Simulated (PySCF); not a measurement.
Cards and structures have been mixed up. Pair them.

Structures:
1. `CC#CC=O`
2. `C=CO/C=C/C(Cl)Cl`
3. `CSC#N`
4. `[H]/N=C(\CC)CF`
5. `C1CCC([SiH]2NCCN2)C1`

Card P (geometry GFN2-xTB):
* Rotational constants A, B, C: 42.833, 2.151, 2.075 GHz
* Static isotropic polarisability (PBE0/def2-SVPD): 52.8 au
* HOMO energy (PBE0/def2-SVPD): -7.87 eV
* Lowest singlet excitation (TDDFT PBE0/def2-SVPD): 3.82 eV (324 nm, f = 0.000)
* Strongest line among the 8 lowest singlet transitions (TDDFT PBE0/def2-SVPD): S3 at 5.69 eV (218 nm, f = 0.188)

Card Q (geometry GFN2-xTB):
- Rotational constants A, B, C: 15.219, 4.304, 3.428 GHz
- Static isotropic polarisability (PBE0/def2-SVPD): 48.2 au
- Lowest triplet excitation (Tamm–Dancoff) (TDA PBE0/def2-SVPD): 4.72 eV
- Lowest singlet excitation (TDDFT PBE0/def2-SVPD): 5.14 eV (241 nm, f = 0.000)
- Point group: Cs
- Strongest line among the 8 lowest singlet transitions (TDDFT PBE0/def2-SVPD): S7 at 8.09 eV (153 nm, f = 0.129)

Card R (geometry GFN2-xTB):
* Rotational constants A, B, C: 3.867, 3.421, 2.079 GHz
* Static isotropic polarisability (wB97X-D/def2-SVPD): 57.1 au
* HOMO energy (wB97X-D/def2-SVPD): -9.47 eV
* 13C chemical shifts (computed TMS as zero) by class (GIAO PBE0/pcSseg-1): 188.6 (1 C), 88.0 (1 C), 38.9 (1 C), 14.3 (1 C) ppm
* Point group: C1
* Lowest singlet excitation (TDDFT wB97X-D/def2-SVPD): 5.35 eV (232 nm, f = 0.002)
* Isotropic shieldings of nuclei other than C and H, by class (GIAO PBE0/pcSseg-1): -73 (1 N), 434 (1 F) ppm

Card S (geometry GFN2-xTB):
* Rotational constants A, B, C: 3.045, 0.520, 0.459 GHz
* Static isotropic polarisability (PBE0/def2-SVPD): 104.5 au
* Point group: Cs
* Lowest triplet excitation (Tamm–Dancoff) (TDA PBE0/def2-SVPD): 3.84 eV
* Isotropic shieldings of nuclei other than C and H, by class (GIAO PBE0/pcSseg-1): 142 (1 O), 613 (2 Cl) ppm
* 13C chemical shifts (computed TMS as zero) by class (GIAO PBE0/pcSseg-1): 157.1 (1 C), 152.8 (1 C), 118.7 (1 C), 100.3 (1 C), 84.7 (1 C) ppm

Card T (geometry PBE0-D3(BJ)/def2-SVP):
- Rotational constants A, B, C: 2.870, 0.605, 0.540 GHz
- HOMO energy (PBE0/pcSseg-1): -6.33 eV
- Dipole moment (PBE0/pcSseg-1): 0.75 D
- Isotropic shieldings of nuclei other than C and H, by class (GIAO PBE0/pcSseg-1): 237 (2 N), 350 (1 Si) ppm
- Point group: C1
- 13C chemical shifts (computed TMS as zero) by class (GIAO PBE0/pcSseg-1): 47.0 (2 C), 31.8 (1 C), 29.3 (2 C), 26.9 (2 C) ppm

Species are written as SMILES; each is one conformer at its optimised geometry, gas phase, non-relativistic unless stated. Electronic properties by PySCF. NMR classes are plain means over equivalent atoms (diastereotopic ones count apart unless rotation or inversion swaps them), as if these changed places fast.

Which card belongs to which structure?

P = 1, Q = 3, R = 4, S = 2, T = 5. What ties each card to its structure:
- 1 (card P), C4H4O, monoisotopic mass 68.0 u, 5 heavy atoms: an asymmetric top with C = 2.075 GHz; polarisability 52.8 au for 36 electrons.
- 2 (card S), C5H6Cl2O, monoisotopic mass 152.0 u, 8 heavy atoms: 5 C in 5 classes; the least shielded carbon (157.1 ppm) is a vinylic carbon bearing oxygen; an asymmetric top with C = 0.459 GHz, the lowest such constant on the cards; polarisability 104.5 au for 78 electrons. NMR values of atoms bound to several Cl lack the spin–orbit term that these neighbours bring.
- 3 (card Q), C2H3NS, monoisotopic mass 73.0 u, 4 heavy atoms: an asymmetric top with C = 3.428 GHz, the highest such constant on the cards; polarisability 48.2 au for 38 electrons.
- 4 (card R), C4H8FN, monoisotopic mass 89.1 u, 6 heavy atoms: 4 C in 4 classes; the least shielded carbon (188.6 ppm) is an imine carbon; an asymmetric top with C = 2.079 GHz; polarisability 57.1 au for 48 electrons.
- 5 (card T), C7H16N2Si, monoisotopic mass 156.1 u, 10 heavy atoms: 7 C in 4 classes; the least shielded carbon (47.0 ppm) is an sp3 carbon bound to nitrogen; an asymmetric top with C = 0.540 GHz; dipole 0.75 D.
